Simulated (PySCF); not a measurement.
## Vibration and rotation of AuCl

PBE0 constants of AuCl, ¹Σ⁺ (singlet), closed shell (PySCF, scalar-relativistic core potentials, basis sets Au cc-pVDZ-PP with ECP60, Cl cc-pV(D+d)Z; masses 196.9666 and 34.9689 u):

- ωe: 368.7 cm⁻¹
- ωexe: 1.41 cm⁻¹
- Be: 0.11407 cm⁻¹
- αe: 0.000560 cm⁻¹
- D (centrifugal): 4.37e-08 cm⁻¹
- De to Au (5d10 6s1) + Cl: 2.81 eV

(1) Estimate the standard entropy (1 bar) and heat capacity of the ideal gas at 1500 K, rigid rotor with B0 and harmonic oscillator at the fundamental.

Measured values (Huber and Herzberg, Constants of Diatomic Molecules (1979)): ωe = 382.8 cm⁻¹.

Spin–orbit coupling is left out, which matters for elements this heavy, above all for dissociation energies.

Answers

(1) Translation (Sackur–Tetrode, M = 231.94 u): 210.4 J/(mol K). Rotation: q = kT/(σB0) = 9160 with σ = 1, 84.2. Vibration: x = hcν0/kT = 0.351, 17.06. S° = 311.6 J/(mol K); Cp = 7R/2 + 8.23 = 37.3 J/(mol K).
